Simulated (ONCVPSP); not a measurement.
## beryllium: one change to an ONCV potential, before and after

* Element: beryllium (Be)
* Generator: ONCVPSP 4.0.1
* Type: optimised norm-conserving Vanderbilt (ONCV)
* Functional: PBEsol
* Relativity: scalar-relativistic
* Frozen core: [He]
* Valence charge: 2
* Reference configuration: 2s2
* Partial waves: 2s: rc 1.50 bohr, ncon 5, nbas 8, qcut 4.2 1/bohr, local; p scattering state at 0.23 Ha: rc 1.60 bohr, ncon 3, nbas 6, qcut 4.9 1/bohr, 2 projectors, debl 1.5 Ha
* Local potential: the s channel
* Core correction: Teter function, fcfact 3.5, rcfact 1.6

In the p channel the program set the typed energies aside and used 0.050, 1.550 Ha.

Change: p: qcut 5.8.

Cutoffs: the cutoffs (Ha) at which the residual kinetic energy of the hardest occupied pseudo-wave falls to 1 and 0.1 mHa per electron; they do not see the model core or the augmentation charge, which bear on the density cutoff. Errors are all-electron minus pseudo energies relative to the spin-unpolarised reference configuration.

Problem. How do hardness, ghosts and transferability respond?

Solution. The potential gets neither clearly harder nor softer (6.2 Ha and 55 Ha → 6.2 Ha and 55 Ha); the errors of the 4 common tests hardly move; neither file shows a bound ghost.

```tsv
quantity	base	changed
cutoff, loose	6.2 Ha	6.2 Ha
cutoff, tight	55 Ha	55 Ha
bound ghosts	none	none
GHOST(+) flags under 300 eV	none	none
error for 2s1, meV [ΔE 9.46 eV]	+0.4	+0.4
error for 2s1.5, meV [ΔE 3.72 eV]	+0.3	+0.3
error for 2s1 2p1, meV [ΔE 3.59 eV]	+1.7	+1.5
error for 2s0 2p2, meV [ΔE 7.21 eV]	+7.6	+6.9
s: phases at 1.52 bohr within 0.05 rad from the reference energy up to (Ha; the scan ends near 5)	2.3	2.3
p: phases at 1.63 bohr within 0.05 rad from the reference energy up to (Ha; the scan ends near 5)	3.9	4.0
rms error of d²Exc/dni dnj with the model core, mHa	1.43	1.43
```
